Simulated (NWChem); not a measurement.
System: CH3AlF2S; SMILES [F][Al]([F])[S]C

Here is an NWChem input.

```
start job
memory heap 200 mb stack 900 mb global 1100 mb
geometry units angstroms noautosym nocenter noautoz
  Al     0.000135     0.824351     0.000017
  F      0.951971     2.169881    -0.000382
  F     -1.642707     1.013058     0.000239
  S      0.851016    -1.162900     0.000351
  C     -0.698114    -2.192907     0.000456
  H     -1.595772    -1.573498     0.001519
  H     -0.688175    -2.822117     0.892044
  H     -0.689313    -2.820798    -0.892070
end
basis spherical
  * library 6-31+g*
end
dft
  xc pbe0
  iterations 150
end
property
  response 1 0.0428
end
task dft property
```

Output (shortened):

```
             Northwest Computational Chemistry Package (NWChem) 7.3.0
             --------------------------------------------------------

                             Geometry "geometry" -> ""
                             -------------------------

 Output coordinates in angstroms (scale by  1.889725989 to convert to a.u.)

  No.       Tag          Charge          X              Y              Z
 ---- ---------------- ---------- -------------- -------------- --------------
    1 Al                  13.0000     0.00013500     0.82435100     0.00001700
    2 F                    9.0000     0.95197100     2.16988100    -0.00038200
    3 F                    9.0000    -1.64270700     1.01305800     0.00023900
    4 S                   16.0000     0.85101600    -1.16290000     0.00035100
    5 C                    6.0000    -0.69811400    -2.19290700     0.00045600
    6 H                    1.0000    -1.59577200    -1.57349800     0.00151900
    7 H                    1.0000    -0.68817500    -2.82211700     0.89204400
    8 H                    1.0000    -0.68931300    -2.82079800    -0.89207000

 Effective nuclear repulsion energy (a.u.)     275.2204215587

                              NWChem Property Module
                              ----------------------

                                 NWChem DFT Module
                                 -----------------

 Summary of "ao basis" -> "ao basis" (spherical)
 ------------------------------------------------------------------------------
       Tag                 Description            Shells   Functions and Types
 ---------------- ------------------------------  ------  ---------------------
 Al                         6-31+g*                 10       22   5s4p1d
 F                          6-31+g*                  8       18   4s3p1d
 S                          6-31+g*                 10       22   5s4p1d
 C                          6-31+g*                  8       18   4s3p1d
 H                          6-31+g*                  2        2   2s

            General Information
            -------------------
          SCF calculation type: DFT
          Wavefunction type:  closed shell.
          No. of atoms     :     8
          No. of electrons :    56
           Alpha electrons :    28
            Beta electrons :    28
          Charge           :     0
          Spin multiplicity:     1
          Use of symmetry is: off; symmetry adaption is: off
          Maximum number of iterations: 150
          AO basis - number of functions:   104
                     number of shells:    50
          Convergence on energy requested:  1.00D-06
          Convergence on density requested:  1.00D-05
          Convergence on gradient requested:  5.00D-04

              XC Information
              --------------
                         PBE0 Method XC Functional
                     Hartree-Fock (Exact) Exchange  0.250
          PerdewBurkeErnzerhof Exchange Functional  0.750
            Perdew 1991 LDA Correlation Functional  1.000 local
           PerdewBurkeErnz. Correlation Functional  1.000 non-local

             Grid Information
             ----------------
          Grid used for XC integration:  medium
          Radial quadrature: Mura-Knowles
          Angular quadrature: Lebedev.
          Tag              B.-S. Rad. Rad. Pts. Rad. Cut. Ang. Pts.
          ---              ---------- --------- --------- ---------
          Al                  1.25       88          13.0       590
          F                   0.50       49          14.0       434
          S                   1.00       88          12.0       590
          C                   0.70       49          13.0       434
          H                   0.35       45          13.0       434
          Grid pruning is: on
          Number of quadrature shells:   458
          Spatial weights used:  Erf1

      Superposition of Atomic Density Guess
      -------------------------------------

 Sum of atomic energies:        -877.22980175

      Non-variational initial energy
      ------------------------------

 Total energy =    -878.333767
 1-e energy   =   -1763.862752
 2-e energy   =     610.308563
 HOMO         =      -0.311678
 LUMO         =      -0.055635

   convergence    iter        energy       DeltaE   RMS-Dens  Diis-err
 ---------------- ----- ----------------- --------- --------- ---------
 d= 0,ls=0.0,diis     1   -879.7834119931 -1.16D+03  1.43D-02  1.00D+00
 d= 0,ls=0.0,diis     2   -879.6842497430  9.92D-02  7.18D-03  2.48D+00
 d= 0,ls=0.0,diis     3   -879.8930763766 -2.09D-01  1.15D-03  9.13D-03
 d= 0,ls=0.0,diis     4   -879.8935972641 -5.21D-04  5.93D-04  3.30D-03
 d= 0,ls=0.0,diis     5   -879.8940697745 -4.73D-04  1.04D-04  1.41D-04
  Resetting Diis
 d= 0,ls=0.0,diis     6   -879.8940889297 -1.92D-05  3.26D-05  4.70D-06
 d= 0,ls=0.0,diis     7   -879.8940896310 -7.01D-07  1.61D-05  6.85D-07
 d= 0,ls=0.0,diis     8   -879.8940895864  4.47D-08  8.20D-06  1.13D-06

         Total DFT energy =     -879.894089586379
      One electron energy =    -1767.695561705367
           Coulomb energy =      684.043822093607
    Exchange-Corr. energy =      -71.462771533323
 Nuclear repulsion energy =      275.220421558703

 Numeric. integr. density =       55.999994081592

[...]

 DFT Linear Response polarizability / au
 Frequency  =       0.0428000 / au
 Wavelength =    1064.5643224 / nm
              X              Y              Z
 -----------------------------------------------
 X      49.0884947      1.2944052      0.0000224
 Y       1.2944403     62.4374141     -0.0036824
 Z       0.0000229     -0.0036823     42.0462992
 -----------------------------------------------
 Eigenvalues =      48.9641386     62.5617710     42.0462985
 Isotropic   =      51.1907360
 Anisotropic =      18.0781183
 -----------------------------------------------

 Magnetic Dipole Response Matrix (nonzero elements):
```

Level: PBE0/6-31+G* (spherical d). Coordinates come from a B3LYP/6-31G* (spherical d) optimisation.
